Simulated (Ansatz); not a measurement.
Process, species as SMILES: [GeH] (GeH) → Ge atom + H atom
B3LYP-D3(BJ)/def2-TZVP geometries, fixed; electronic energies without zero-point terms.

Basis-set convergence of the atomisation energy at r2SCAN with Ansatz (a program for electronic structure). Cartesian d functions, on some or all atoms, in 3-21G, 6-31G, 6-31G*; all else is spherical. The program fits the integrals of some runs and decomposes those of others, by size. Open shells are unrestricted. No added dispersion term, no relativity. Functions are those of the species that has most. Reference: the value in aug-cc-pV5Z, 68.01 kcal/mol, itself unsure by roughly 0.04 kcal/mol (its mean distance from pcseg-4, aug-pcseg-3, aug-cc-pVQZ). Deviations are taken from unrounded values.

| basis | functions | atomisation energy (kcal/mol) | minus reference (kcal/mol) |
|---|---|---|---|
| 3-21G | 25 | 66.97 | -1.04 |
| 6-31G | 31 | 64.62 | -3.39 |
| cc-pVDZ | 32 | 66.99 | -1.02 |
| 6-31G* | 37 | 66.00 | -2.01 |
| def2-SVP | 37 | 67.49 | -0.52 |
| def2-SVPD | 46 | 67.70 | -0.31 |
| 6-311G** | 50 | 67.47 | -0.54 |
| def2-TZVP | 54 | 67.99 | -0.02 |
| pcseg-2 | 57 | 67.53 | -0.48 |
| def2-TZVPPD | 71 | 68.19 | 0.19 |
| aug-pcseg-2 | 82 | 67.84 | -0.17 |
| def2-QZVP | 105 | 67.97 | -0.03 |
| def2-QZVPP | 119 | 68.02 | 0.02 |
| def2-QZVPPD | 128 | 68.04 | 0.03 |
| aug-cc-pVQZ | 139 | 68.03 | 0.02 |
| aug-pcseg-3 | 142 | 67.94 | -0.06 |
| pcseg-4 | 172 | 67.98 | -0.02 |
| aug-cc-pV5Z | 220 | 68.01 | 0.00 |
